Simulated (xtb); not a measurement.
boroxine (H₃B₃O₃), singlet, geometry from GFN2-xTB, atoms displaced at random by about 0.02 Å a coordinate. Base run: GFN2-xTB (xtb 6.7.1).

Here is a job for xtb.
```
$ xtb mol.xyz --gfn 2 --opt --json

# file mol.xyz
9

B     -0.62959883     1.15863257     0.28678931
O     -1.29997526     0.02661112     0.22948253
B     -0.71782614    -1.14128857    -0.00368763
O      0.64168934    -1.19429515    -0.22814974
B      1.37275118    -0.04478198    -0.23522134
O      0.68107428     1.17097999     0.06393028
H     -1.16398730     2.21006828     0.43019422
H     -1.33984962    -2.16362093    -0.01458596
H      2.48594673    -0.06732504    -0.41894123
```

Each row names what was changed in the base input (with any setting that the change needs).

```csv
change,ΔE vs base (kJ/mol),optimiser steps
base,0.00,8
opt level = lax,0.00,7
alpb = dmf,-21.54,8
opt level = extreme,0.00,11
alpb = methanol,-13.51,8
opt level = crude,0.22,4
opt level = tight,0.00,9
opt level = loose,0.02,6
opt level = vtight,0.00,11
engine = inertial,0.07,-
```
